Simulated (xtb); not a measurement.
Si(Cl)(H)(SMe)2 (C2H7ClS2Si), SMILES [SiH](SC)(Cl)SC. All values are semi-empirical tight-binding results from xtb (GFN2-xTB unless named), good for trends rather than for accurate numbers. Geometry optimised at GFN2-xTB. One conformer was computed; it need not be the lowest.

Q: Estimate the properties. (The exact figures need the calculation; the answer reports its results.)

A: 
| Item | Value |
|---|---|
| orbital gap | 4.07 eV |
| zero-point energy | 54.7 kcal/mol |
| G − E(el) at 298.15 K (modified RRHO) | 31.4 kcal/mol |
| static polarisability (D4 model) | 107.0 bohr³ |
| solvation energy, GFN2-xTB/ALPB(water) | -1.0 kcal/mol |
| solvation energy, GFN2-xTB/ALPB(ether) | -7.6 kcal/mol |
